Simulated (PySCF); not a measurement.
## Structure from NMR data

An unknown has the formula C$_{7}$H$_{16}$OSi. Its calculated NMR data are:

¹H NMR (500 MHz, computed): δ 6.81 (s, 1H), 4.11 (s, 3H), 3.92 (q, 2H), 2.21 (sept, 1H), 1.41 (t, 3H), 1.10 (d, 6H).

¹³C{¹H} NMR (computed): δ 159.9 (CH), 121.1 (C), 69.7 (CH2), 36.6 (CH), 26.0 (CH3), 17.7 (CH3).

Computational details: GFN2-xTB structure, shieldings: GIAO PBE0/pcSseg-1, in PySCF 2.14 (in vacuum, a single conformation, equivalent nuclei averaged, non-relativistic).

δ = σ(ref) − σ, references computed at the same level: ¹H and ¹³C vs TMS.

Q: What is the structure?

A: 
- Rings plus π bonds: 1 (no ring in the answer).
- 6 carbon signals for 7 carbons: some carbons are equivalent by symmetry or fast rotation.
- Carbon types of the structure: 1 × C, 2 × CH, 1 × CH2, 3 × CH3, leaving 3 H on heteroatoms.
- δC 159.9: alkene carbon bearing oxygen; an sp2 carbon further deshielded by the attached heteroatom.
- δC 121.1: β carbon of an enol-ether or enamine type C=C.
- δC 69.7: sp3 CH2 bonded to O; the inductive effect lowers its shielding.
- δC 36.6: allylic sp3 CH; saturated and bonded to C and H only.
- δC 26.0, 17.7: methyl carbon; a saturated carbon with 1 carbon neighbour and no heteroatom attached.
- δH 6.81: hydrogen on an alkene carbon bearing oxygen; attached to an sp2 carbon and in the plane of the double bond.
- δH 3.92: hydrogen on an sp3 CH2 bonded to O; its carbon carries O, an electronegative neighbour.

These data were computed for `CCO/C=C(\[SiH3])C(C)C`.

The data come from this structure; uniqueness wasn't tested.

Shifts are as computed. Against solution values, carbons near 30 ppm lie about +3 ppm off and those near 130 ppm about +5 ppm. Of 1211 compounds with measured shifts, 218 miss one by over three times the rms of a fit or turn the order of signals round; such compounds aren't used in these exercises. Multiplicities follow the n + 1 count of equivalent neighbours, as no J values were calculated; m marks all less simple cases, F and P coupling included.
